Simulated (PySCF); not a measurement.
## Structure revision by computed shifts

A compound C3H11FSi3 gives the data below (simulated from a calculation) and was assigned the structure `C=C(C)[Si@@H](F)[SiH2][SiH3]`.

¹³C{¹H} NMR (computed): δ 169.2 (CH), 103.3 (C), -9.1 (CH3).

¹H NMR (400 MHz, computed): δ 7.12 (m, 1H), 4.28 (t, 2H), 4.23 (s, 3H), 3.99 (m, 2H), 0.14 (t, 3H).

- PBE0/pcSseg-1 with gauge-including orbitals
- GFN2-xTB structure
- code: PySCF 2.14
- single conformer, relativity neglected, one averaged value for each set of equivalent atoms, isolated molecule

References, each an isolated molecule treated in the same way: TMS for ¹H, ¹³C.

(1) Compare with the shifts computed for the proposed structure, pairing carbons in order of shift.

(2) Which isomer fits?

## Answers

(1) Numbering as in the mapped SMILES `[CH2:1]=[C:2]([CH3:3])[Si@@H:4]([F:5])[SiH2:6][SiH3:7]`. Each H is labelled by its parent atom.

```csv
atom,computed for proposal,given list,difference
C2,151.0,169.2,-18.2
C1,134.8,103.3,+31.5
C3,23.1,-9.1,+32.2
```

The rms difference is 28.0 ppm and the largest +32.2 ppm at C3 (allylic methyl carbon). The carbon types in order of shift don't match either: C, CH2, CH3 for the proposal against CH, C, CH3 in the data. The proposal doesn't fit.

(2) `C[SiH2][SiH2]/C([SiH3])=C\F`.

Carbon types of the structure: 1 × C, 1 × CH, 1 × CH3, leaving 7 H on heteroatoms. δC 169.2: alkene CH. δC 103.3: fully substituted alkene carbon; as expected for a trigonal carbon in a double bond. δH 7.12: hydrogen on an alkene CH; a vinylic proton, deshielded by the sp2 carbon and the C=C anisotropy. δH 0.14: hydrogen on a methyl carbon bonded to Si; an electropositive neighbour shields it, as in TMS itself.

This is the structure that produced the data.

Splittings by ¹⁹F in the carbon and heteronuclear signals aren't shown, as no couplings were computed. Shifts are as computed. Against solution values, carbons near 30 ppm lie about +3 ppm off and those near 130 ppm about +5 ppm. Of 1211 compounds with measured shifts, 218 miss one by over three times the rms of a fit or turn the order of signals round; such compounds aren't used in these exercises. No couplings were computed; multiplicities are counted from neighbouring protons, with m where these are inequivalent, close in shift, in a saturated or five-membered ring or joined by F or P, and br s for small geminal =CH2 splittings.
